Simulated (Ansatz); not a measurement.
```yaml
crystal:
  periodic: [false, false, false]
  atoms:
    - {symbol: Si, position_ang: [-0.137470, 1.513833, -0.024961]}
    - {symbol: Si, position_ang: [0.137454, -1.513632, 0.024898]}
    - {symbol: S, position_ang: [-1.566870, -0.143036, -0.039526]}
    - {symbol: S, position_ang: [1.566886, 0.142836, 0.039579]}
basis:
  gaussian: {orbitals: def2-mTZVP, fitting: {mean_field: def2-universal-jkfit}}
hamiltonian: {xc: {name: PBE0}, dispersion: d4}
scf: {omitted_lower_state_checks: [starts]}
```

```sh
$ ansatz run in.yaml --threads 4 --pin off --events-out ev --progress --plain --max-ram 3916MiB
```

Output, abridged:

```
Functional definition: PBE0
512 factors; integrals over basis functions are off by at most 5.6e-2 eV
mean field evaluation 1: about -37411.6454 eV, gradient 2.3e1 eV
mean field evaluation 2: about -37410.5749 eV, gradient 3.0e1 eV
mean field evaluation 4: about -37413.2702 eV, gradient 8.4e-1 eV
mean field evaluation 8: about -37413.2740 eV, gradient 3.1e-3 eV
mean field -37413.27403199 eV, -1374.9124610478 hartree, gradient 2.1e-5 eV, S^2 0.000000; 0 other end points of the search recorded, 0 dependent functions left out
reference -37413.27405427 eV, -1374.9124618663 hartree; 30, 30 occupied and 58, 58 virtual orbitals, 512 factors
Total energy: -37413.47842923 eV, -1374.9199725077 hartree
Checks for a lower state left out: starts
```

Hardware: 4 threads of Intel Xeon on a shared host. Wall time 1.1 s.

The restricted singlet is unstable towards broken spin symmetry in Hartree–Fock (as tested in another run); at RKS PBE0-D4/def2-mTZVP this wasn't settled.
